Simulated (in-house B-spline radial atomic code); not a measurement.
A fraction x of an electron is moved 3d → 4d in Nb²⁺, starting from [Kr] 4d3 and keeping the highest spin. Computed with a radial B-spline atomic code at the basis-set limit: scalar-relativistic (X2C) PBEsol, spin-polarised, spherical fractional occupations, Fermi nucleus of rms radius 4.324 fm.

| x | E(x) - E(0) (eV) | 3d down level (eV) | 4d up level (eV) |
| --- | --- | --- | --- |
| 0 | 0.0000 | -213.509 | -19.972 |
| 0.125 | 24.3244 | -215.893 | -20.240 |
| 0.25 | ? | ? | ? |
| 0.375 | 73.7658 | -220.646 | -20.771 |
| 0.5 | 98.8818 | -223.014 | -21.033 |
| 0.625 | 124.2608 | -225.378 | -21.295 |
| 0.75 | ? | ? | ? |
| 0.875 | 175.8059 | -230.089 | -21.813 |
| 1 | 201.9710 | -232.437 | -22.071 |

(1) What belongs in the row x = 0.25?

(2) What belongs in the row x = 0.75?

(3) Check Janak's theorem between x = 0.375 and 0.5.

## Answers

(1) An energy change of 48.9131 eV; 3d down at -218.272 eV, 4d up at -20.506 eV.

(2) An energy change of 149.9023 eV; 3d down at -227.736 eV, 4d up at -21.555 eV.

(3) The slope of the energy is 200.93 eV; the orbital levels give 200.93 eV (ε of the receiving orbital less ε of the emptying one, averaged over the two points).
